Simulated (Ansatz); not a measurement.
`C#CC=C` + `C[SiH2][TeH]` → `C=C[Te][SiH2]C` + `C#C`  (substitution at a C–C bond)

Computed with Ansatz on PBE0-D4/def2-TZVP structures; ΔE is electronic, products minus reactants. CCSD(T)/CBS adds triple-zeta CCSD(T) − MP2 to the extrapolated MP2 energy (def2 sets, frozen cores). This one scheme is used for every species. DFT in def2-TZVPP. Elements past krypton have def2 core potentials. For Te outer-core shells are correlated without core-valence functions, which leaves a few kJ/mol of doubt a bond. Each species was taken in one conformer, which may not be the lowest.

`C#CC=C`:

Cartesian coordinates in Å:
```
C -0.861 -0.061 1.935
C -0.287 0.156 0.900
C 0.404 0.446 -0.304
C 0.384 -0.333 -1.384
H -1.373 -0.262 2.846
H 0.976 1.370 -0.314
H 0.934 -0.057 -2.275
H -0.177 -1.259 -1.403
```

`C[SiH2][TeH]`:

```xyz
9

C    -0.685   -0.378   -0.968
Si    0.561   -0.421    0.422
Te    1.329    1.862    1.095
H    -0.972   -1.395   -1.250
H    -0.268    0.124   -1.843
H    -1.584    0.159   -0.662
H     1.815   -1.103    0.006
H    -0.002   -1.127    1.602
H    -0.195    2.280    1.598
```

`C=C[Te][SiH2]C`:

Cartesian coordinates in Å:
```
C 2.547 -1.019 -0.582
C 1.411 -0.570 -1.095
Te 0.846 1.458 -1.078
Si -1.458 0.930 -0.278
C -1.468 0.291 1.477
H 2.820 -2.066 -0.676
H 3.244 -0.374 -0.060
H 0.726 -1.235 -1.614
H -2.040 -0.086 -1.196
H -2.226 2.197 -0.404
H -0.842 -0.600 1.559
H -2.484 0.030 1.786
H -1.077 1.046 2.162
```

`C#C`:

```xyz
4

C     0.487   -0.345    0.044
C    -0.487    0.345   -0.044
H     1.355   -0.957    0.123
H    -1.355    0.957   -0.123
```

```csv
level,ΔE (eV)
PBE-D4,0.40
PBE-QIDH,0.37
HF/def2-QZVPP,0.45
HF/CBS(def2),0.45
```

Q: What does CCSD(T)/CBS give? (Estimate.)

A: Computed: +0.25 eV. The listed levels differ from it by 0.15, 0.12, 0.20, 0.20 eV.

Largest T1 diagnostic among the species: 0.013.

In def2-TZVPP, CCSD(T) changes the Hartree–Fock value by −0.17 eV (the triples alone add −0.03 eV) and MP2 by −0.21 eV. At CCSD(T), def2-SVP lies +0.23 eV from the extrapolated value and def2-TZVPP +0.03 eV.
